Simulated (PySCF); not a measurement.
A structure optimised at PBE-D3(BJ)/def2-TZVPD, used in a PySCF frequency run:

```
Si
H 1 1.4830
H 1 1.4830 2 120.00
H 1 1.4830 2 120.00 3 180.00
```
Charge +1, spin multiplicity 1.

Write its SMILES, formula and point group.

[SiH3+], H3Si, D3h

What are its rotational constants (standard atomic weights)?

151.97, 151.97, 75.986 GHz
